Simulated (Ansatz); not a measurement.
One change: `C[CH](F)[InH][F]` becomes `C[CH2][InH][F]`.

Ansatz, PBE0-D4/def2-TZVP geometries, multiplicity 1. Each molecule was computed in one conformer, which needn't be the lowest.

Elements past krypton have def2 core potentials.

```json
{"property": "HOMO–LUMO gap (PBE0/def2-TZVPP) / eV", "`C[CH](F)[InH][F]`": "5.97"}
{"property": "size of the dipole moment (ωB97M-V/def2-TZVPP) / D", "`C[CH](F)[InH][F]`": "1.62"}
{"property": "ideal-gas entropy at 298 K and 1 bar (rigid rotor, harmonic PBE0-D4/def2-TZVP) / J/(mol·K)", "`C[CH](F)[InH][F]`": "374"}
{"property": "HOMO energy (ωB97M-V/def2-TZVPP) / eV", "`C[CH](F)[InH][F]`": "-9.80"}
{"property": "HOMO–LUMO gap (PBE/def2-TZVPP) / eV", "`C[CH](F)[InH][F]`": "3.99"}
{"property": "LUMO energy (ωB97M-V/def2-TZVPP) / eV", "`C[CH](F)[InH][F]`": "-0.22"}
```

Task: Give the same properties after the change, and the shifts. (Estimate.)

Result: Ansatz gave: 
```json
{"property": "HOMO–LUMO gap (PBE0/def2-TZVPP) / eV", "`C[CH2][InH][F]`": "6.30", "shift": "0.33"}
{"property": "size of the dipole moment (ωB97M-V/def2-TZVPP) / D", "`C[CH2][InH][F]`": "3.48", "shift": "1.86"}
{"property": "ideal-gas entropy at 298 K and 1 bar (rigid rotor, harmonic PBE0-D4/def2-TZVP) / J/(mol·K)", "`C[CH2][InH][F]`": "357", "shift": "-17"}
{"property": "HOMO energy (ωB97M-V/def2-TZVPP) / eV", "`C[CH2][InH][F]`": "-9.85", "shift": "-0.05"}
{"property": "HOMO–LUMO gap (PBE/def2-TZVPP) / eV", "`C[CH2][InH][F]`": "4.39", "shift": "0.40"}
{"property": "LUMO energy (ωB97M-V/def2-TZVPP) / eV", "`C[CH2][InH][F]`": "0.01", "shift": "0.23"}
```

With PBE0 the HOMO falls by 0.07 eV and the LUMO rises by 0.26 eV, so the gap widens by about 0.33 eV. PBE moves the HOMO by -0.15 eV and ωB97M-V by -0.05 eV. Dipoles are sizes alone; their direction can turn. Modes under 60 cm⁻¹, often nearly free rotors, make the harmonic entropy too high.

Positive LUMOs are unbound, so they and the gaps depend on the basis.
